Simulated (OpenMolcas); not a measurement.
Consider [Cu2(μ-OH)2(H2O)4]2+, a planar model complex in vacuum (2 bridging OH, bridge angle 84°, metal-metal distance 2.61 Å, Cu–OH 1.95 Å; typed geometry, not optimised).

```xyz
18

Cu    -1.3041     0.0000     0.0000
Cu     1.3041     0.0000     0.0000
O      0.0000     1.4484     0.0000
H      0.0000     2.4084     0.0000
O      0.0000    -1.4484     0.0000
H      0.0000    -2.4084     0.0000
O     -2.6901     1.3859     0.0000
H     -3.1029     1.7987     0.7747
H     -3.1029     1.7987    -0.7747
O     -2.6901    -1.3859     0.0000
H     -3.1029    -1.7987     0.7747
H     -3.1029    -1.7987    -0.7747
O      2.6901     1.3859     0.0000
H      3.1029     1.7987     0.7747
H      3.1029     1.7987    -0.7747
O      2.6901    -1.3859     0.0000
H      3.1029    -1.7987     0.7747
H      3.1029    -1.7987    -0.7747
```

### Question
Give the energies of the total-spin states at CASSCF(2,2) on the singly occupied d orbitals (ANO-RCC-VDZP on Cu, O and ANO-RCC-VDZ on H, scalar-relativistic DKH2, RICD, no spin-orbit coupling, OpenMolcas), and the exchange constant.

### Answer
Local spins 1/2 and 1/2.

| total S | E (cm⁻¹) | natural occupations, lowest and highest |
|---|---|---|
| 1 | 0.0 | 1.000, 1.000 |
| 0 | 15.8 | 0.987, 1.013 |

J = 7.9 cm⁻¹ (ferromagnetic).

J is defined by H = −2J S1·S2, so negative values are antiferromagnetic. Wave-function values come from the highest and lowest total spin; broken-symmetry values use Yamaguchi's formula with the computed ⟨S²⟩. The active space holds the singly occupied metal orbitals alone, without bridging-ligand orbitals. No row is a measured value.
